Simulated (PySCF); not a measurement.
**Nonlinear optical response: `C[Se]c1ccccc1C=O`, C₈H₈OSe**

Geometry (Å), atoms numbered from 1 in this order:
```xyz
18

C     3.952    0.015    0.581
Se    2.677    1.480    0.480
C     1.100    0.468    0.183
C     1.111   -0.932    0.099
C    -0.063   -1.646   -0.120
C    -1.289   -0.993   -0.263
C    -1.316    0.391   -0.182
C    -0.145    1.129    0.038
C    -0.252    2.587    0.112
O     0.683    3.333    0.298
H     4.923    0.500    0.753
H     4.004   -0.550   -0.360
H     3.740   -0.657    1.423
H     2.044   -1.483    0.204
H    -0.016   -2.737   -0.180
H    -2.206   -1.561   -0.435
H    -2.260    0.934   -0.289
H    -1.288    2.990   -0.017
```

Level of theory: quadratic response CAM-B3LYP/aug-cc-pVDZ first hyperpolarisability, Taylor convention, gas phase (PySCF 2.14.0). Geometry: PBE0-D3(BJ)/def2-SVP.

The calculation is non-relativistic, which matters for the atoms heavier than Zn.

Task: What is the first hyperpolarisability, and how does it disperse?

Result: In au, Taylor convention; the vector part is βᵢ = ⅓ Σⱼ (βᵢⱼⱼ + βⱼᵢⱼ + βⱼⱼᵢ); β∥ is 3/5 of the vector part along the dipole, the dipole points from − to +:
```csv
process,λ (nm),β vector norm,β∥,β HRS,depolarisation ratio
"static β(0;0,0)",∞,494.6,-46.8,214.2,4.36
"second harmonic β(−2ω;ω,ω)",1907,580.9,-51.2,247.0,4.62
"Pockels β(−ω;ω,0)",1907,521.0,-48.1,–,–
"second harmonic β(−2ω;ω,ω)",1064,887.7,-66.4,364.7,5.24
"Pockels β(−ω;ω,0)",1064,587.8,-51.6,–,–
```

Task: Which lowest excitations, dipole and polarisabilities go with it?

Result: S1 3.80 eV (f = 0.098); S2 3.88 eV (f = 0.000); S3 4.89 eV (f = 0.046); dipole 3.67 D; isotropic α 130.6 au static, 131.3 au at 1907 nm, 132.8 au at 1064 nm, 133.4 au at 953.5 nm, 141.3 au at 532 nm.
